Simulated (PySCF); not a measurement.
## Energy profile

The step: BH₂F ([BH2][F]) + HBr → BH₂Br ([BH2][Br]) + HF; bonds formed: B1–Br6, F2–H5; bonds broken: B1–F2, H5–Br6 (atoms numbered as in the saddle structure below).

```
6
angstrom
B -0.0770 0.3023 -0.4782
F 1.2218 0.0798 0.2697
H -0.1034 -0.3093 -1.4957
H -0.4695 1.4154 -0.3467
H 0.5249 -0.5596 1.0070
Br -1.0970 -0.9285 1.0440
```

Electronic energies by CCSD(T) at an estimated basis limit (MP2 extrapolated from triple and quadruple zeta, plus CCSD(T) − MP2 in triple zeta), on PBE0-D4/def2-TZVP structures; BH3BrF, closed shell; no counterpoise correction. PySCF 2.14 with density fitting (its default auxiliary sets; JK sets also for MP2 and CCSD(T)); basis: def2-TZVPP and def2-QZVPP; cores frozen in the correlated methods. Filled d shells of the heavier atoms are correlated. The def2 sets are not built for correlating such inner shells, so the correlated values are less sure here. Extrapolation: Hartree–Fock as exp(−7.88 √X), correlation as X^−2.97.

Q: Give the profile in kJ/mol, counted from the separated reactants. (To be estimated.)

A: By the calculation:
```csv
point,kJ/mol
"separated: BH2F (linked as [BH2][F]; B1, F2, H3, H4; singlet) + HBr (H5, Br6; singlet)",0.0
start structure,-9.4
saddle,87.9
end structure,39.7
"separated: BH2Br (linked as [BH2][Br]; B1, H3, H4, Br6; singlet) + HF (F2, H5; singlet)",49.6
```

No T1 diagnostic of these runs exceeds 0.014.

For scale, one of the runs: CCSD(T)/def2-TZVPP, 152 basis functions, launched by `OMP_NUM_THREADS=4 python run.py`. The run took 2.9 min on 4 CPU threads of an Arm Neoverse V1 (shared host), with 1.4 GiB of host memory at its peak.
